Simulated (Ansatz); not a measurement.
A single point on CH₅BNO, SMILES `CO[B]N` radical.

```yaml
crystal:
  periodic: [false, false, false]
  atoms:
    - {symbol: C, position_ang: [0.742287, 1.468058, 0.071259]}
    - {symbol: O, position_ang: [-0.111086, 0.376874, 0.340328]}
    - {symbol: B, position_ang: [-0.063022, -0.773994, -0.360311]}
    - {symbol: N, position_ang: [-0.902585, -1.853734, -0.100656]}
    - {symbol: H, position_ang: [1.423375, 1.247300, -0.754631]}
    - {symbol: H, position_ang: [0.137077, 2.340649, -0.185474]}
    - {symbol: H, position_ang: [1.325049, 1.695571, 0.966906]}
    - {symbol: H, position_ang: [-1.599549, -1.839371, 0.629758]}
    - {symbol: H, position_ang: [-0.863148, -2.707553, -0.624280]}
basis:
  gaussian: {orbitals: def2-TZVPP}
magnetization: {spin_polarized: true, initial_magnetization: 1}
hamiltonian: {xc: pbe}
correlation: {method: rpa}
```

```sh
$ ansatz run in.yaml --threads 2 --pin off --events-out ev --progress --plain --max-ram 32768MiB --backend cpu
```

Shortened log:

```
Functional definition: PBE
1165 factors; integrals over basis functions are off by at most 8.9e-4 eV
mean field evaluation 1: about -5313.6647 eV, gradient 6.0e1 eV
mean field evaluation 2: about -5313.6628 eV, gradient 6.0e1 eV
mean field evaluation 4: about -5325.6932 eV, gradient 2.1e1 eV
mean field evaluation 8: about -5327.5479 eV, gradient 3.6e-1 eV
mean field evaluation 16: about -5327.5479 eV, gradient 7.1e-5 eV
mean field -5327.54785396 eV, -195.7837724916 hartree, gradient 1.4e-6 eV, S^2 0.752874; 0 other end points of the search recorded, 0 dependent functions left out
4 core orbitals not correlated: weight in the atoms' cores, before any rotation towards them, 1.000 or more for the frozen orbitals, at most 0.000 for the correlated occupied ones
reference -5301.88375421 eV, -194.8406342212 hartree; 12, 11 occupied and 178, 179 virtual orbitals, 1165 factors
Total energy: -5332.77701075 eV, -195.9759404590 hartree
```

Run time 11 s (2 threads of an AMD EPYC 7R13 on a shared host); peak host memory 0.5 GiB.
